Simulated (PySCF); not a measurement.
One of the candidates below gave these computed data.

All candidates are C7H13F.

* Valence photoelectron: vertical ionisation energy: 9.44 eV [ΔSCF wB97X-D/def2-SVPD]
* 1H NMR: chemical shifts (computed TMS as zero) by class: 4.93 (1 H), 4.41 (1 H), 2.01 (1 H), 1.55 (1 H), 1.41 (1 H), 1.10 (1 H), 1.00 (3 H), 0.92 (3 H), 0.35 (1 H) ppm [GIAO HF/pcSseg-1]
* Triplet: lowest triplet excitation (Tamm–Dancoff): 4.51 eV [TDA wB97X-D/def2-SVPD]
* 13C NMR: chemical shifts (computed TMS as zero) by class: 173.2 (1 C), 98.5 (1 C), 39.1 (1 C), 26.5 (1 C), 25.6 (1 C), 19.7 (1 C), 13.7 (1 C) ppm [GIAO HF/pcSseg-1]
* Rotational structure: rotational constants A, B, C: 2.930, 1.162, 1.030 GHz [PBE0-D3(BJ)/def2-SVP]
* Dipole: 1.44 D [wB97X-D/def2-SVPD]
* UV, first state: lowest singlet excitation: 7.24 eV (171 nm, f = 0.254) [TDDFT wB97X-D/def2-SVPD]
* Polarisability: 87.3 au [wB97X-D/def2-SVPD]
* NMR, other nuclei: isotropic shieldings of nuclei other than C and H, by class: 325 (1 F) ppm [GIAO HF/pcSseg-1]

Gas-phase values; electronic properties from PySCF, density fitting. Levels stand in brackets. Geometry: PBE0-D3(BJ)/def2-SVP, one conformer, isolated molecule. NMR values are class means; diastereotopic atoms form classes of their own.

Question: Which candidate is it?
A. `C=C(F)C[C@H](C)CC`
B. `CC(C)=C(C)CCF`
C. `CC(C)(C)[C@@H]1C[C@@H]1F`
D. `CC(C)(C)[C@@H]1C[C@H]1F`

Answer: A. It is `C=C(F)C[C@H](C)CC`. Numbering: `[CH2:1]=[C:2]([F:3])[CH2:4][C@H:5]([CH3:6])[CH2:7][CH3:8]`. Its formula, C7H13F, gives 1 degree of unsaturation: 0 rings and 1 π bond in the structure found. 7 carbons fall into 7 classes; from least to most shielded: vinylic C–F carbon [C2] (173.2 ppm), terminal =CH2 carbon [C1] (98.5 ppm), allylic carbon [C4] (39.1 ppm), sp3 CH carbon [C5] (26.5 ppm), chain CH2 carbon [C7] (25.6 ppm), methyl carbon [C6] (19.7 ppm), methyl carbon [C8] (13.7 ppm). Hydrogen classes from least to most shielded: 1 H on a terminal =CH2 carbon, C1 (4.93 ppm), 1 H on a terminal =CH2 carbon, C1 (4.41 ppm), 1 H on an allylic carbon, C4 (2.01 ppm), 1 H on a chain CH2 carbon, C7 (1.55 ppm), 1 H on an allylic carbon, C4 (1.41 ppm), 1 H on an sp3 CH carbon, C5 (1.10 ppm), 3 H on a methyl carbon, C8 (1.00 ppm), 3 H on a methyl carbon, C6 (0.92 ppm, a mean of values up to 1.0 ppm apart in this geometry), 1 H on a chain CH2 carbon, C7 (0.35 ppm). The other shieldings belong to: 325 ppm, vinyl fluorine [F3]. The first electron is taken from the HOMO, whose largest Löwdin shares are 0.39 on the terminal =CH2 carbon, 0.29 on the vinylic C–F carbon, 0.11 on the vinyl fluorine and 0.05 on the allylic carbon. The optimised geometry has point group C1 and is an asymmetric top.

The others, at the same levels:
- `CC(C)(C)[C@@H]1C[C@H]1F` fails: it has 5 carbon classes against 7; its computed 13C shifts are 60.3 (1 C), 27.5 (3 C), 24.0 (1 C), 21.9 (1 C), 6.0 (1 C) ppm, 1H shifts are 3.87 (1 H), 0.92 (1 H), 0.80 (9 H), 0.66 (1 H), 0.38 (1 H) ppm and lowest singlet excitation is 8.12 eV (153 nm, f = 0.000) (against 7.24 eV).
- `CC(C)=C(C)CCF` fails: its computed 13C shifts are 139.1 (1 C), 129.9 (1 C), 73.9 (1 C), 33.7 (1 C), 20.4 (1 C), 19.5 (1 C), 19.0 (1 C) ppm, 1H shifts are 3.86 (2 H), 2.30 (2 H), 1.77 (3 H), 1.63 (3 H), 1.61 (3 H) ppm and lowest singlet excitation is 6.42 eV (193 nm, f = 0.088) (against 7.24 eV).
- `CC(C)(C)[C@@H]1C[C@@H]1F` fails: it has 5 carbon classes against 7; its computed 13C shifts are 62.4 (1 C), 28.8 (3 C), 23.2 (1 C), 21.9 (1 C), 4.6 (1 C) ppm, 1H shifts are 4.06 (1 H), 0.97 (9 H), 0.84 (1 H), 0.51 (1 H), -0.01 (1 H) ppm and lowest singlet excitation is 7.77 eV (160 nm, f = 0.001) (against 7.24 eV).

Each candidate is one conformer, not necessarily the lowest. Dipoles, sizes and rotational constants follow the conformer. The torsions of the flexible species, by atom-mapped SMILES:
- `[CH2:1]=[C:2]([F:3])[CH2:4][C@H:5]([CH3:6])[CH2:7][CH3:8]`: C1–C2–C4–C5 -118°, C2–C4–C5–C6 -169°, C4–C5–C7–C8 -172°
- `[CH3:1][C:2]([CH3:3])([CH3:4])[C@@H:5]1[CH2:6][C@H:7]1[F:8]`: C1–C2–C5–C6 39°
- `[CH3:1][C:2]([CH3:3])=[C:4]([CH3:5])[CH2:6][CH2:7][F:8]`: C2–C4–C6–C7 95°, C4–C6–C7–F8 176°
- `[CH3:1][C:2]([CH3:3])([CH3:4])[C@@H:5]1[CH2:6][C@@H:7]1[F:8]`: C1–C2–C5–C6 21°
